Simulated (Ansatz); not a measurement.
The O3–H4 bond of FGeHO (SMILES [OH][Ge][F]) is stretched (multiplicity 1, the rest rigid).
Geometry at rest (charge 0, multiplicity 1):
```xyz
4

Ge     0.10773    -0.04926     0.40773
F      0.24737     1.37145    -0.62470
O     -0.60849    -1.09652    -0.85745
H     -0.80593    -1.99453    -0.56556
```

Cores are frozen in the correlated methods. Filled d and f shells under p-block atoms count as core.

Codes used: Ansatz (Gaussian orbitals). Each number belongs to the level named beside it.

Energies above the point at 0.965 Å (the B3LYP-D3(BJ) bond length), FIC-MRCISD+Q on CASSCF(4,3)/cc-pVDZ (kcal/mol): 7.55 at 0.868 Å; 4.22 at 1.061 Å; 113.17 at 3.087 Å.

Question: Take the last value as the depth D of a Morse curve D(1 − e^(−a(R − R₀)))², fit a and R₀ to the two near points, and test it at 1.302 and 1.688 Å.

Answer: 
With D = 113.2, both near points (counted from the curve's value at 0.965 Å) are met by a = 2.30 Å⁻¹ and R₀ = 0.968 Å, so k = 2Da² = 1197 kcal/(mol Å²). The curve then gives 32.5 and 74.1 kcal/mol; the level itself gives 33.4 and 79.5, so Morse is off by -0.9 and -5.4.

Doubts at one or more of the structures used: active orbitals that take no part (FIC-MRCISD+Q on CASSCF(4,3)/cc-pVDZ).

Ansatz is a quantum-chemistry and plane-wave program.
